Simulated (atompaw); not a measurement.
P (Z = 15): one change to a PAW (atompaw) potential, before and after

```
Element                 : phosphorus (P)
Generator               : atompaw 4.2.0.5
Type                    : PAW
Functional              : LDA (PW92)
Relativity              : scalar-relativistic
Frozen core             : [Ne]
Valence charge          : 5
Reference configuration : 3s2 3p3
Partial waves           : 3s (bound): rc 1.75 bohr; 3s channel at 0.05 Ry: rc 1.75 bohr; 3p (bound): rc 1.95 bohr; 3p channel at 1.3 Ry: rc 1.95 bohr
Local potential         : vpsmatchnc scheme with l = 2 at 1 Ry, radius 1.85 bohr
Core correction         : smooth core density matched at 1.60 bohr
Augmentation charge     : sinc compensation charge, radius 1.85 bohr; PAW radius 1.95 bohr; waves and projectors: custom rrkj vanderbiltortho
```

Change: wave 3p (bound): rc 1.95 bohr becomes 3p (bound): rc 1.22 bohr.

Cutoffs: the cutoffs (Ry, on a coarse ladder) from which the occupation-weighted sum of valence levels, in a spherical-Bessel basis at the reference potential, stays within 10 and 1 mRy of its value at 400 Ry; they do not see the model core or the augmentation charge, which bear on the density cutoff.

Q: What does the change do?

A: The potential gets harder (12 Ry and 21 Ry → 25 Ry and 40 Ry); neither file shows a bound ghost.

```csv
quantity,base,changed
"cutoff, loose",12 Ry,25 Ry
"cutoff, tight",21 Ry,40 Ry
loose cutoff by channel (10 mRy a level),"s 6 Ry, p 10 Ry","s 6 Ry, p 8 Ry"
bound ghosts,none,none
s: phases at 1.96 bohr within 0.05 rad from the reference energy up to (Ry; the scan ends near 5),3.9,3.9
p: phases at 1.96 bohr within 0.05 rad from the reference energy up to (Ry; the scan ends near 5),to the end of the scan,to the end of the scan
lowest overlap eigenvalue by channel,"s 0.35, p 0.72","s 0.35, p 0.10"
```

 The cutoffs see the waves, projectors and local potential, not the compensation charge or the core.
